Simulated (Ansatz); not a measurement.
Reaction (redistribution): `[NH2][GeH2][Cl]` + `FC[SiH2]Br` → `[Cl][GeH2][Br]` + `N[SiH2]CF`

Gas-phase electronic energies from Ansatz, PBE0-D4/def2-TZVP geometries. CCSD(T)/CBS adds triple-zeta CCSD(T) − MP2 to the extrapolated MP2 energy (def2 sets, frozen cores). DFT in def2-TZVPP. B3LYP here is the variant with VWN-RPA as its local correlation; programs differ in this. HSE06 is defined as in plane-wave codes. For Br, Ge outer-core shells are correlated without core-valence functions, which leaves a few kJ/mol of doubt a bond. Scalar relativity is left out up to krypton. Each species was taken in one conformer, which may not be the lowest.

`[NH2][GeH2][Cl]`:

Z-matrix (Å, degrees):
```
Ge
Cl 1 2.176
N 1 1.818 2 112.8
H 1 1.530 2 105.8 3 -118.7
H 1 1.530 2 105.8 3 118.7
H 3 1.010 1 115.0 2 -64.0
H 3 1.010 1 115.0 2 64.0
```

`FC[SiH2]Br`:

Z-matrix (Å, degrees):
```
C
Si 1 1.889
F 1 1.390 2 109.1
H 1 1.095 2 111.1 3 -119.8
H 1 1.095 2 111.1 3 119.8
Br 2 2.222 1 106.6 3 180.0
H 2 1.480 1 111.0 3 61.9
H 2 1.480 1 111.0 3 -61.9
```

`[Cl][GeH2][Br]`:

Z-matrix (Å, degrees):
```
Ge
Cl 1 2.141
Br 1 2.293 2 108.7
H 1 1.529 2 108.0 3 117.3
H 1 1.529 2 108.0 3 -117.3
```

`N[SiH2]CF`:

Z-matrix (Å, degrees):
```
Si
C 1 1.890
N 1 1.717 2 107.5
H 1 1.488 2 109.5 3 117.5
H 1 1.493 2 107.4 3 -125.3
F 2 1.398 1 109.1 3 59.0
H 2 1.095 1 111.5 3 -59.9
H 2 1.095 1 112.2 3 178.6
H 3 1.007 1 120.0 2 165.1
H 3 1.008 1 118.6 2 -53.5
```

Question: Is it downhill or uphill in electronic energy at CCSD(T)/CBS, and by how much? (Estimate.)

Answer: Ansatz gave: Downhill: ΔE = -0.13 eV.

Question: What do these levels give: B3LYP-D4, HSE06-D4, PBE-QIDH, PBE0, LC-ωPBE, CCSD/def2-TZVPP? (An estimate is asked.)

Answer: Ansatz gave: B3LYP-D4 -0.21, HSE06-D4 -0.17, PBE-QIDH -0.15, PBE0 -0.16, LC-ωPBE -0.15, CCSD/def2-TZVPP -0.16 eV.

Largest T1 diagnostic among the species: 0.011.

In def2-TZVPP, CCSD(T) changes the Hartree–Fock value by +0.07 eV (the triples alone add +0.01 eV) and MP2 by +0.08 eV. Leaving LDA and LC-ωPBE aside and taking each functional with its dispersion term where it has one, the values, not all of them listed here, spread over 0.07 eV, from BHLYP-D4 to PBE-D4.
